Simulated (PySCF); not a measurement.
## `[CH3][GeH2]/[CH]=C1/[C@H](F)[C@H]1Cl`, C$_{5}$H$_{8}$ClFGe

Geometry (Å), atoms numbered from 1 in this order:
```xyz
16

C     2.2815    0.8853    0.4731
Ge    1.6767   -0.9204   -0.0079
C    -0.1765   -1.2496    0.5554
C    -1.1763   -0.4489    0.2728
C    -2.5988   -0.0942    0.3808
F    -3.5295   -0.7940   -0.3335
C    -1.6321    0.7753   -0.3907
Cl   -1.2051    2.3516    0.2772
H     1.6567    1.6329   -0.0080
H     2.2205    1.0333    1.5484
H     3.3108    1.0446    0.1626
H     2.5164   -1.9824    0.6449
H     1.7675   -1.1403   -1.4920
H    -0.3865   -2.1444    1.1286
H    -3.0245    0.2514    1.3166
H    -1.7084    0.8086   -1.4698
```

Computed, not measured: TDDFT B3LYP/def2-SVPD circular dichroism and optical rotation, one conformer, gas phase (PySCF 2.14.0). Geometry: GFN2-xTB.

The molecule is flexible and this is one conformer; a measurement averages over conformers. The calculation is non-relativistic, which matters for the atoms heavier than Zn.

Stereocentres: C5 S, C7 S.

What is the specific rotation at 633, 589.3, 546, 436, 405, 365, 355 nm?

[α] in deg dm⁻¹ (g/mL)⁻¹:
| λ (nm) | origin-invariant length gauge | modified velocity gauge | length gauge (centre of mass) | isotropic polarisability (au) |
| --- | --- | --- | --- | --- |
| 633 | -232.2 | -274.0 | -232.1 | 109.3 |
| 589.3 | -278.3 | -327.7 | -278.2 | 109.9 |
| 546 | -340.2 | -399.5 | -340.1 | 110.6 |
| 436 | -657.4 | -763.6 | -657.2 | 113.6 |
| 405 | -842.5 | -974.0 | -842.2 | 115.0 |
| 365 | -1248.7 | -1432.9 | -1248.4 | 117.6 |
| 355 | -1403.6 | -1607.2 | -1403.3 | 118.4 |

And for the mirror image at 589.3 nm?

+278.3 deg dm⁻¹ (g/mL)⁻¹ (origin-invariant length gauge): the same size and the opposite sign.

What is the molar rotation [Φ] = [α]·M/100 of the geometry above at 589.3 nm?

With M = 195.20 g/mol, -543.2 deg cm² dmol⁻¹ (origin-invariant length gauge).

The first excitation lies at 4.84 eV (256 nm) with R = -23.8 × 10⁻⁴⁰ esu² cm² (velocity form).
